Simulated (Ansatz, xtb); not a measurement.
# Two structures of CClF2Si+

Structure I is the triplet with the links of `F[Si](F)=[C+]Cl` and structure II is a singlet given by its coordinates. Both are isolated ions in the gas phase, relaxed with BLYP-D3(BJ)/def2-SVP.

I (Å):

```yaml
atoms:
  - { symbol: C, position_ang: [-2.2222, 0.4834, -2.2196] }
  - { symbol: Cl, position_ang: [-1.3947, 1.8182, -2.6012] }
  - { symbol: F, position_ang: [-3.8629, -1.7584, -1.5037] }
  - { symbol: F, position_ang: [-5.0992, 0.5961, -1.3687] }
  - { symbol: Si, position_ang: [-3.7593, -0.1906, -1.6916] }
```

II (Å):

```tsv
atom	x (Å)	y (Å)	z (Å)
C	-2.5515	0.7271	-2.5973
Cl	-1.1922	1.5752	-2.4399
F	-3.7198	-1.7339	-1.5994
F	-5.1599	0.5289	-1.3438
Si	-3.7148	-0.1487	-1.4045
```

Close contacts (Å): C1–Cl2 1.61, C1–Si5 1.88, F3–Si5 1.60, F4–Si5 1.60.

Question: Which of the two would you expect CCSD(T)/def2-SVP + ΔMP2/def2-TZVPP electronic energies to favour?

Answer: Structure I; the calculation gives E(II) − E(I) = +3.5 kcal/mol.

Level by level:

| level | geometry | E(II) − E(I) (kcal/mol) | departure from the last row (kcal/mol) | job, with rough time for the two |
| --- | --- | --- | --- | --- |
| BLYP-D3(BJ)/def2-SVP | BLYP-D3(BJ)/def2-SVP | +5.3 | +1.8 | optimisation, 29 s |
| HF/def2-SVP | BLYP-D3(BJ)/def2-SVP | +35.7 | +32.2 | part of the CCSD(T) run |
| MP2/def2-SVP | BLYP-D3(BJ)/def2-SVP | +12.0 | +8.5 | part of the CCSD(T) run |
| CCSD(T)/def2-SVP | BLYP-D3(BJ)/def2-SVP | +6.5 | +3.0 | single point |
| CCSD(T)/def2-SVP + ΔMP2/def2-TZVPP | BLYP-D3(BJ)/def2-SVP | +3.5 |  | single point, 24 s |

None of the levels shown reverses the order. The largest departure from CCSD(T)/def2-SVP + ΔMP2/def2-TZVPP is that of HF/def2-SVP, 32.2 kcal/mol. Levels run at GFN2-xTB geometries aren't shown. The last row adds to CCSD(T) the change of the MP2 difference between the two basis sets, here −3.0 kcal/mol.

With harmonic frequencies from BLYP-D3(BJ)/def2-SVP (ideal gas, rigid rotor, one conformer each, 298.15 K, 1 atm): on the last row, ΔE + ΔZPE = +3.0, ΔH = +3.1, ΔG = +3.5 kcal/mol.

The T1 diagnostic of structure II is large, so the coupled-cluster value is less sure. Open shells are spin-unrestricted. The closed-shell singlet above a triplet ground state is poorly described by one determinant. The correlated steps freeze 13 core orbitals. ΔG holds the spin degeneracy. Run with Ansatz 0.2.0; the last row on 1 thread of Intel(R) Xeon(R) 6975P-C (Granite Rapids) on a shared host.
